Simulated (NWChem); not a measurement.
System: CuF; SMILES [F][Cu]

Input file for NWChem:

```
start job
memory heap 200 mb stack 900 mb global 1100 mb
geometry units angstroms noautoz
  Cu     0.000000     0.000000    -0.420072
  F      0.000000     0.000000     1.322645
end
basis spherical
  * library def2-svpd
end
dft
  xc pbe0
  iterations 150
  grid medium becke
end
task dft gradient
```

Output (shortened):

```
             Northwest Computational Chemistry Package (NWChem) 7.3.0
             --------------------------------------------------------

 ORDER OF PRIMARY AXIS IS BEING SET TO 4
 C4V symmetry detected

                             Geometry "geometry" -> ""
                             -------------------------

 Output coordinates in angstroms (scale by  1.889725989 to convert to a.u.)

  No.       Tag          Charge          X              Y              Z
 ---- ---------------- ---------- -------------- -------------- --------------
    1 Cu                  29.0000     0.00000000     0.00000000    -0.41274876
    2 F                    9.0000     0.00000000     0.00000000     1.32996824

 Effective nuclear repulsion energy (a.u.)      79.2528345044

      Symmetry information
      --------------------

 Group name             C4v
 Group number             18
 Group order               8
 No. of unique centers     2

                                 NWChem DFT Module
                                 -----------------

 Summary of "ao basis" -> "ao basis" (spherical)
 ------------------------------------------------------------------------------
       Tag                 Description            Shells   Functions and Types
 ---------------- ------------------------------  ------  ---------------------
 Cu                        def2-svpd                12       34   5s4p2d1f
 F                         def2-svpd                 9       23   4s3p2d

      Symmetry analysis of basis
      --------------------------

        a1         21
        a2          0
        b1          5
        b2          5
        e          26

            General Information
            -------------------
          SCF calculation type: DFT
          Wavefunction type:  closed shell.
          No. of atoms     :     2
          No. of electrons :    38
           Alpha electrons :    19
            Beta electrons :    19
          Charge           :     0
          Spin multiplicity:     1
          Use of symmetry is: on ; symmetry adaption is: on
          Maximum number of iterations: 150
          AO basis - number of functions:    57
                     number of shells:    21
          Convergence on energy requested:  1.00D-06
          Convergence on density requested:  1.00D-05
          Convergence on gradient requested:  5.00D-04

              XC Information
              --------------
                         PBE0 Method XC Functional
                     Hartree-Fock (Exact) Exchange  0.250
          PerdewBurkeErnzerhof Exchange Functional  0.750
            Perdew 1991 LDA Correlation Functional  1.000 local
           PerdewBurkeErnz. Correlation Functional  1.000 non-local

             Grid Information
             ----------------
          Grid used for XC integration:  medium
          Radial quadrature: Mura-Knowles
          Angular quadrature: Lebedev.
          Tag              B.-S. Rad. Rad. Pts. Rad. Cut. Ang. Pts.
          ---              ---------- --------- --------- ---------
          Cu                  1.35      112           9.0       590
          F                   0.50       49          10.0       434
          Grid pruning is: on
          Number of quadrature shells:   161
          Spatial weights used: Becke

      Superposition of Atomic Density Guess
      -------------------------------------

 Sum of atomic energies:       -1737.98278838

      Non-variational initial energy
      ------------------------------

 Total energy =   -1737.520925
 1-e energy   =   -2578.953951
 2-e energy   =     762.180191
 HOMO         =      -0.577944
 LUMO         =      -0.208560

      Symmetry analysis of molecular orbitals - initial
      -------------------------------------------------

 !! scf_movecs_sym_adapt:   10 vectors were symmetry contaminated

  Symmetry fudging

 !! scf_movecs_sym_adapt:   10 vectors were symmetry contaminated

  Numbering of irreducible representations:

     1 a1          2 a2          3 b1          4 b2          5 e

  Orbital symmetries:

     1 a1          2 a1          3 a1          4 e           5 e
     6 a1          7 a1          8 a1          9 e          10 e
    11 a1         12 a1         13 e          14 e          15 b1
    16 b2         17 e          18 e          19 a1         20 a1
    21 e          22 e          23 a1         24 a1         25 a1
    26 e          27 e          28 e          29 e

[...]

                         DFT ENERGY GRADIENTS

    atom               coordinates                        gradient
                 x          y          z           x          y          z
   1 Cu      0.000000   0.000000  -0.779982    0.000000   0.000000   0.011885
   2 F       0.000000   0.000000   2.513276    0.000000   0.000000  -0.011885
```

Level: PBE0/def2-SVPD. Coordinates come from a PBE-D3(BJ)/def2-SVP optimisation.
